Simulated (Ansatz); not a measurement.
Breaking the Ga1–H2 bond in ClFGaH (SMILES [F][GaH][Cl]) (multiplicity 1 held, fragments rigid). Energies count from the point at 1.542 Å.
Geometry at that point (charge 0, multiplicity 1):
| atom | x (Å) | y (Å) | z (Å) |
|---|---|---|---|
| Ga | -0.4204 | 0.0949 | -0.3452 |
| H | -1.6104 | -0.4186 | -1.1800 |
| F | -0.0046 | 1.7996 | -0.3318 |
| Cl | 0.8637 | -1.1012 | 0.8746 |

R- and RO- levels are restricted; in cc, def2 and unpolarised 6-31G sets they are followed outwards from rest. U- levels take the lowest unrestricted solution at each point, which mixes spins at long bonds. Active spaces are followed from a long bond inwards. Curves can end on different states.

Cores are frozen in the correlated methods. Filled d and f shells under p-block atoms count as core.

The values were computed with Ansatz (a program for electronic structure). 

Energies in kJ/mol.

```
R (Å)  U-HF/def2-TZVPP  R-r2SCAN/def2-TZVPP  FIC-NEVPT4(SD) on CASSCF(2,2)/def2-TZVPP  FIC-MRCISD+Q on CASSCF(2,2)/def2-TZVPP
-----  ---------------  -------------------  ----------------------------------------  --------------------------------------
1.233              123                  107                                       127                                     126
1.388               25                   20                                        27                                      27
1.542                0                    0                                         0                                       0
1.696               15                   16                                        11                                      12
1.850               52                   51                                        43                                      44
2.081              125                  115                                       104                                     106
2.313              191                  182                                       167                                     169
2.698              241                  279                                       251                                     254
3.083              257                  352                                       302                                     305
3.546              263                  413                                       329                                     332
4.163              265                  461                                       340                                     343
4.933              266                  488                                       342                                     345
```

Doubts at one or more of the structures used: a spin-contaminated determinant (U-HF/def2-TZVPP); a restricted determinant that unrestricted orbitals would lower (R-r2SCAN/def2-TZVPP).
